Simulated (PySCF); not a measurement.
PySCF input for Ag(I) anion (AgI), SMILES [Ag][I] (connectivity only; charge and spin as stated), charge -1, multiplicity 2, C-PCM-PBE0/def2-TZVPD. The structure is a stationary point at B3LYP-D3(BJ)/def2-TZVPD. The spin state was assumed, not searched. The def2 effective core potentials stand for the cores of Ag, I; spin–orbit coupling is left out.

```python
import numpy as np
from pyscf import gto, scf, dft
from pyscf.solvent import pcm

mol = gto.M(
    atom='''
    Ag    0.00000000    0.00000000   -1.50928504
    I     0.00000000    0.00000000    1.33842259
    ''',
    basis='def2-TZVPD',
    ecp={'Ag': 'def2-tzvp', 'I': 'def2-tzvp'},
    charge=-1,
    spin=1,
    max_memory=1600,
    verbose=3,
)
mf = dft.UKS(mol, xc='pbe0').density_fit(auxbasis='def2-universal-jkfit')
mf.grids.level = 3
mf.conv_tol = 1e-9
mf.max_cycle = 100
mf.kernel()
fine, coarse = mf.grids, dft.Grids(mol).set(level=1).build(with_non0tab=True)
for _ in range(3):  # follow internal instabilities
    mf.grids = coarse
    mo, _, stable, _ = mf.stability(return_status=True, nroots=4)
    mf.grids = fine
    if stable:
        break
    mf.kernel(mf.make_rdm1(mo, mf.mo_occ))
res = {}
for name, eps in {'water': 78.355, 'methanol': 32.613, 'chloroform': 4.7113}.items():
    s = mf.PCM()
    s.with_solvent.method, s.with_solvent.eps, s.with_solvent.lebedev_order = 'C-PCM', eps, 29
    s.kernel(mf.make_rdm1())
    res[name] = (s.e_tot, eps, s.dip_moment(), s.mo_energy, s.converged)
    print(f'{name}: electrostatic solvation free energy {(s.e_tot - mf.e_tot) * 627.509474:.3f} kcal/mol')
```

It prints:

```

WARN: HOMO -1.01635198208505 >= LUMO -1.01635198208505


WARN: HOMO 0.282528873361842 >= LUMO 0.282528873361853


WARN: HOMO -0.429285824330293 >= LUMO -0.428741316593943

converged SCF energy = -444.811767610873  <S^2> = 0.75267139  2S+1 = 2.0026696
<class 'pyscf.df.df_jk.DFUKS'> wavefunction is stable in the internal stability analysis

WARN: PCM is an experimental feature. It is still in testing.
Features and APIs may be changed in the future.

converged SCF energy = -444.888336348694  <S^2> = 0.75268966  2S+1 = 2.0026879

WARN: System has nonzero charge -1; the dipole moment is origin-dependent.
Location of origin: [0. 0. 0.]

Dipole moment(X, Y, Z, Debye): -0.00000, -0.00000, -1.19624
water: electrostatic solvation free energy -48.048 kcal/mol

WARN: PCM is an experimental feature. It is still in testing.
Features and APIs may be changed in the future.

converged SCF energy = -444.886905975892  <S^2> = 0.75269285  2S+1 = 2.002691

WARN: System has nonzero charge -1; the dipole moment is origin-dependent.
Location of origin: [0. 0. 0.]

Dipole moment(X, Y, Z, Debye): -0.00000, -0.00000, -1.17265
methanol: electrostatic solvation free energy -47.150 kcal/mol

WARN: PCM is an experimental feature. It is still in testing.
Features and APIs may be changed in the future.

converged SCF energy = -444.872481203353  <S^2> = 0.75271662  2S+1 = 2.0027148

WARN: System has nonzero charge -1; the dipole moment is origin-dependent.
Location of origin: [0. 0. 0.]

Dipole moment(X, Y, Z, Debye):  0.00000,  0.00000, -0.94689
chloroform: electrostatic solvation free energy -38.098 kcal/mol
```

The run converged.
